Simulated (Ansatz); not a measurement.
A run for Ansatz (a quantum-chemistry and plane-wave program): R-PBE0/def2-TZVPPD on CH6GeO (a complex), monomers drawn apart or pushed together. Files ending in .json are basis or fitting sets from the Basis Set Exchange.

Ansatz 0.2 input:
```yaml
crystal:
  periodic: [false, false, false]
  atoms:
    - {symbol: C, position_ang: [0.39168889, -0.27633508, -0.19057550]}
    - {symbol: O, position_ang: [0.82725571, 0.51951869, 0.59446591]}
    - {symbol: H, position_ang: [-0.25214035, -1.11790492, 0.12813184]}
    - {symbol: H, position_ang: [0.61155921, -0.20924052, -1.27282901]}
    - {symbol: Ge, position_ang: [-0.70976575, -0.45038070, 6.15420226]}
    - {symbol: H, position_ang: [-1.27605986, -1.42529238, 5.10821537]}
    - {symbol: H, position_ang: [-1.19637049, 0.97333034, 5.86132644]}
    - {symbol: H, position_ang: [0.82196354, -0.51052011, 6.15070031]}
    - {symbol: H, position_ang: [-1.22744566, -0.88500746, 7.53866488]}
basis:
  gaussian:
    orbitals: def2-TZVPPD.json
hamiltonian:
  xc: {name: PBE0}
scf: {lower_state_search: off}
```

The log:

```
Functional definition: PBE0
[...]
these checks for a lower state are left out or cut short: stability, starts, cluster_reference, orbital_swaps, neighbouring_geometries, increment
integrals: 0.12 GiB planned
1138 factors; their error is unknown
mean field: 1.07 GiB planned
mean field evaluation 1: about -59685.9571 eV, gradient 4.3e1 eV
mean field evaluation 2: about -59680.3858 eV, gradient 7.0e1 eV
mean field evaluation 4: about -59689.0142 eV, gradient 2.4e0 eV
mean field evaluation 8: about -59689.0244 eV, gradient 3.8e-2 eV
mean field evaluation 16: about -59689.2566 eV, gradient 4.9e-6 eV
mean field -59689.25659955 eV, -2193.5397212021 hartree, gradient 4.9e-6 eV, S^2 0.000000; 0 other end points of the search recorded, 0 dependent functions left out
reference -59689.25664538 eV, -2193.5397228864 hartree; 26, 26 occupied and 207, 207 virtual orbitals, 1138 factors
Total energy: -59689.25664538 eV, -2193.5397228864 hartree
Checks for a lower state left out: stability, starts, cluster_reference, orbital_swaps, neighbouring_geometries, increment
```

The calculation finished and met its thresholds.

Cost: about 6 core-seconds (a rough figure).
